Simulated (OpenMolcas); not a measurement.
## neutral potassium: effect of correlating more closed shells

```
Program             : OpenMolcas 26.06
Basis               : ANO-RCC-VTZP [6s5p2d1f]
Scalar Hamiltonian  : DKH2, point nucleus
Active space        : 1 electron in 4 orbitals (4s 4p)
State averaging     : 2S+1 = 2 even, 1 root; 2S+1 = 2 odd, 3 roots
Spin-orbit coupling : RASSI with atomic mean-field integrals over the reference wave functions, term energies averaged over their components
```

Methods on the same reference wave functions:
A. CASSCF
B. SS-CASPT2, IPEA 0.25 Eh, imaginary shift 0.1 Eh (closed shells correlated: 3s 3p)
C. SS-CASPT2, IPEA 0.25 Eh, imaginary shift 0.1 Eh (closed shells correlated: 2s 2p 3s 3p)

Energies in cm-1 above 4s 2S 1/2, the measured ground level; measured values from NIST Handbook of Basic Atomic Spectroscopic Data.

```tsv
Level	A	B	C	Measured
4s 2S 1/2	0.0	0.0	0.0	0.0
4p 2P* 1/2	11499	12999	13010	12985
4p 2P* 3/2	11536	13036	13046	13043
```

Deviations, from unrounded energies. A percentage is the sum of absolute deviations over the sum of measured energies, with the sign that they share, or ± where signs differ.

```
           Against measurement  Levels      A     B     C
mean absolute deviation (cm-1)       2   1500    10    14
      other configurations (%)       2  -11.5  ±0.1  +0.1
```

B, C lie about equally close to measurement and A furthest from it. The largest miss of B in the table is 4p 2P* 1/2, by +14 cm-1. The ranking rests on the paired levels alone, and a cruder setting can come out closer through cancelling errors.

Between B and C the level of the table that moves most is 4p 2P* 1/2, by 10 cm-1 (lowest in B, highest in C).

The lowest spin-free term lies below A's lowest term by 0.222 hartree in B, 0.243 hartree in C.

What an inner shell adds also hangs on whether the basis holds functions to correlate it.

ANO sets are built for ground and valence states and can reach diffuse excited orbitals poorly. With one active electron the reference holds no correlation, so core polarisation is missing (holds for A). With one active electron, CASPT2 adds the correlation within the correlated inactive shells and between them and that electron, and leaves the splitting within a term as the reference gives it (holds for B; C). Computed and measured levels are paired by configuration, term and J; levels that our copy of the source lacks, or whose pairing is in doubt (as where it misses far off the trend of its configuration), stay unpaired and out of the deviations. Only configurations of the active space appear.

* marks odd parity.
